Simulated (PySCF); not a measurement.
# How methods differ on the excitation energy of Tc

Tc [Kr] 4d5 5s2 (6S) → Tc [Kr] 4d7 (4F), as a difference of total energies. Calculation: PySCF 2.14, in ANO-RCC-VTZP (7s6p4d2f1g, 68 functions); the spin-free X2C one-electron Hamiltonian (Gaussian nucleus). Correlated levels: valence: [Kr] frozen. The calculations carry no spin-orbit coupling.

```csv
method,excitation energy (eV)
UHF,3.601
MP2 (valence),2.328
SCS-MP2 (valence),1.838
CCSD (valence),2.614
CCSD(T) (valence),2.489
```

Problem. How much does correlation contribute at CCSD(T) (valence)?

Solution. 2.489 − (3.601) = -1.112 eV, measured against UHF.

A first-order spin-orbit estimate (lowest level to lowest level, LS coupling) adds -0.140 eV.
